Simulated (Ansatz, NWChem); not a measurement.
The same job for Ansatz

This NWChem 7.3.0 job computes doublet [SiHF3]+:

calc.nw:
```
start calc
memory 2200 mb
charge 1
geometry units angstrom noautosym nocenter noautoz
   F     -0.447100    -0.082200     1.491300
   Si     0.040700     0.001700    -0.001800
   F     -0.597100     1.281400    -0.657200
   F     -0.495900    -1.263300    -0.767200
   H      1.499400     0.062400    -0.065100
end
basis "ao basis" spherical bse
   * library def2-SVPD
end
dft
   xc wb97x
   mult 2
   grid fine
   convergence energy 1e-08
   maxiter 100
   mulliken
end
task dft energy
```

```bash
$ nwchem calc.nw > calc.out
```

The shape is that of a PBE0-D4/def2-TZVP optimisation. That shape belongs to the parent species and isn't relaxed for this state.

It gives a total energy of -588.900023 Eh.

Task: Write the same calculation for Ansatz 0.2.0 as an input file of the program's own.

Result: For example:

job.yaml:
```yaml
crystal:
  periodic: [false, false, false]
  atoms:
    - symbol: F
      position_ang: [-0.447100, -0.082200, 1.491300]
    - symbol: Si
      position_ang: [0.040700, 0.001700, -0.001800]
    - symbol: F
      position_ang: [-0.597100, 1.281400, -0.657200]
    - symbol: F
      position_ang: [-0.495900, -1.263300, -0.767200]
    - symbol: H
      position_ang: [1.499400, 0.062400, -0.065100]
basis:
  gaussian:
    orbitals: def2-SVPD
total_charge: 1
magnetization:
  spin_polarized: true
  initial_magnetization: 1
hamiltonian:
  xc: {name: wB97X}
accuracy: high
output: {orbitals: {seedname: orbitals}}
```

```bash
$ ansatz run job.yaml --threads 1 --pin off --max-ram 3480MiB --events-out events.jsonl --progress --plain --runs-dir runs
```

Its energy is -588.900053 Eh, 0.030 mEh from the first.
